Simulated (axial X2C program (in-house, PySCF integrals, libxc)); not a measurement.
# Levels of InS by electron attachment to InS⁺ (EOM-EA-CCSD)

Calculated with an axial X2C code built on PySCF integrals: two-component X2C with atomic mean-field Coulomb and Gaunt terms, Gaussian nuclei, basis In dyall-acv3z, S dyall-av3z with contracted cores.

R = 2.192 Å (0.960 times 2.283 Å, the PBE0 minimum at charge 0 for the lowest determinant).

Levels of InS obtained by attaching an electron to InS⁺:

```tsv
Ω	binding energy (eV)	above lowest (cm⁻¹)	attached spinor	one-particle weight
1/2	8.982	0	37% In pσ, 35% S pσ, 21% In sσ	0.95
3/2	5.208	30435	69% In pπ, 10% In dπ, 10% S dπ	0.65
```

This point took 31 s on 1 thread of Arm Neoverse V2, with other jobs on the host.

Reference electrons by ω block (each with its −ω partner): 1/2: 21, 3/2: 9, 5/2: 2. 18 electrons of InS⁺ correlated (inner shells frozen), 84 natural virtual spinors (a truncated set); levels can be off by some tenths of an eV. Roots sought by Ω: (1/2: 5, 3/2: 4, 5/2: 2, 7/2: 1); rows need 60 % one-particle weight and stop where some Ω has no more roots. Missing are any skipped roots, higher Ω and states of a further excitation; these come out far too high here and may in truth be low or lowest. T1 of the reference 0.023 (Lee–Taylor). The reference was not checked to be the lowest state of its species. Number of frozen shells: In 4 s, 3 p, 1 d; S 2 s, 1 p. Left out with split weight: Ω = 1/2 at 5.42 eV (0.41).
